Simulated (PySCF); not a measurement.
**Energy of Ir(2+) (iridium, charge +2) between two integer charges**

The 5d beta orbital of [Xe] 4f14 5d7 is emptied in steps (occupation f), with all orbitals relaxed, ending at [Xe] 4f14 5d6. Computed with PySCF 2.14 in def2-TZVP with the def2 core potential (60 electrons) (6s4p3d1f, 40 functions), with scalar relativity through the core potential. The exact energy is a straight line in f; departures are measured from the line between the end points of the same method.

```tsv
f	MN15 (eV)
1	0.000
0.8	-0.544
0.6	-0.819
0.4	-0.821
0.2	-0.548
0	0.000
```

Question: For MN15, how does the orbital energy at f = 1 compare with the removal energy?

Answer: −ε = 25.851 eV against a total-energy difference of 29.240 eV. By Janak's theorem ε = ∂E/∂f, so the gap between them reflects the curvature. Along the path −ε is 27.187 (f = 0.8), 28.545 (f = 0.6), 29.918 (f = 0.4), 31.295 (f = 0.2) eV.

Reference removal energy between the ground levels: 28 ± 1.6 eV (theoretical estimate listed by NIST; NIST Atomic Spectra Database, ionization energies). The calculation has no spin-orbit coupling. The determinant left behind need not be the lowest term of the ion.
